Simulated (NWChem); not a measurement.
# Atomisation of propylene glycol (C3H8O2)

```xyz
13

C      1.8245     0.1475     0.3842
C      0.4368     0.2836    -0.2066
O     -0.3070     1.3232     0.4093
C     -0.3849    -0.9977    -0.1441
O     -1.6725    -0.7806    -0.6309
H      2.3581     1.1078     0.3383
H      1.7747    -0.1682     1.4406
H      2.4174    -0.6042    -0.1588
H      0.5085     0.5841    -1.2657
H     -0.2649     1.1868     1.3641
H      0.0899    -1.7905    -0.7459
H     -0.3930    -1.3584     0.9108
H     -1.9132     0.1013    -0.3117
```
Charge 0, spin multiplicity 1.

Everything below was run with NWChem. Structure: optimised with PBE0/def2-SVP, a minimum by its harmonic frequencies. It is one conformer; others weren't searched.

Basis set: def2-SVP. The atomisation energy is electronic alone: no zero-point, thermal, spin-orbit or counterpoise terms. No value is extrapolated to the basis-set limit. Free atoms are single determinants with multiplicities C 3, O 3, H 2. Correlated methods freeze the same cores in atoms and molecule, 5 orbitals in all.

```tsv
method	atomisation energy (kcal/mol)	relative cost
HF	879.7	1
LDA (SVWN5)	1403.5	under 3
PBE0	1213.7	under 3
MP2	1163.0	under 3
B3LYP	1202.9	under 3
PBE	1236.6	under 3
BHandHLYP	1167.8	under 3
r2SCAN	1213.1	4
CAM-B3LYP	1214.8	10
```

The values span 523.8 kcal/mol, from HF (lowest) to LDA (SVWN5) (highest). Costs are rough ratios of processor time within this set of runs, SCF included, with HF as 1. Costs are the molecule's.

B3LYP has NWChem's definition, with VWN1-RPA local correlation. GW and range-separated runs recompute their integrals, the others keep them in memory, which bears on the times. No SCF solution was tested for a lower state. Open-shell Hartree-Fock references start from PBE0 orbitals; any time given for them includes that run.
